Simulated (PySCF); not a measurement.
Compound: CH₈OP₂Si.
Cartesian coordinates in Å at the PBE0-D3(BJ)/def2-SVP level; atoms count from 1:
```
atom  x, y, z in Å
C1     0.214    2.159   -0.101
O2     0.727    0.855   -0.161
Si3   -0.202   -0.499   -0.447
P4    -1.809   -0.638    1.146
P5     1.128   -2.315   -0.497
H6    -0.149    2.503   -1.087
H7    -0.621    2.245    0.619
H8     1.017    2.838    0.224
H9    -0.910   -0.386   -1.763
H10   -2.325   -1.859    0.610
H11   -0.964   -1.295    2.093
H12    2.087   -1.688   -1.353
H13    1.805   -1.918    0.698
```

Method used: PySCF 2.14.0, density-fitted response routines, TDDFT wB97X-D/def2-SVPD, vertical, gas phase, core orbitals frozen in the response.

Transition dipole moments from the ground state, in atomic units and in the frame of the coordinates above (overall signs are arbitrary), for the states with f of 0.002 or more among the lowest 6:

| state | E (eV) | μx | μy | μz |
| --- | --- | --- | --- | --- |
| S1 | 6.264 | 0.176 | 0.157 | 0.049 |
| S2 | 6.525 | -0.578 | 0.139 | 0.180 |
| S3 | 6.590 | -0.250 | -0.148 | 0.266 |
| S4 | 6.901 | 0.123 | -0.236 | -0.278 |
| S5 | 7.079 | 0.300 | -0.195 | 0.226 |
| S6 | 7.146 | 1.049 | -0.507 | -0.773 |

**Question.** Work out the oscillator strengths.

**Answer.** f = (2/3) ΔE |μ|² with ΔE in hartree (27.2114 eV).

```
state  |μ|² (au)  |μ| (D)      f
   S1      0.058     0.61  0.009
   S2      0.386     1.58  0.062
   S3      0.155     1.00  0.025
   S4      0.148     0.98  0.025
   S5      0.179     1.08  0.031
   S6      1.955     3.55  0.342
```

**Question.** Which bond between heavy atoms lies closest to the direction of the S6 transition dipole?

**Answer.** Si3–P4, at 26° from it; next Si3–P5 at 42°.

**Question.** What angle do the transition dipoles of S4 and S5 make?

**Answer.** |cos θ| = |μa·μb| / (|μa| |μb|) = 0.12, so θ ≈ 83° (taken between 0 and 90°, since the signs are arbitrary).

**Question.** How is the summed strength of these states shared among x, y and z?

**Answer.** (2/3) Σ ΔE μα² gives 0.279 for x, 0.071 for y and 0.144 for z, 0.494 in all.

**Question.** What peak molar absorption coefficient would the strongest computed level give as a lone Gaussian band 0.3 eV wide at half height?

**Answer.** ε(max) = 2.175×10⁸ f / FWHM, with the width in cm⁻¹. S6: 2.175×10⁸ × 0.3422 / 2420 ≈ 31000 L mol⁻¹ cm⁻¹.

One conformer stands for the species.

Without π bonds the low states may be Rydberg-like; a valence basis with one diffuse set may place them up to an eV too high.
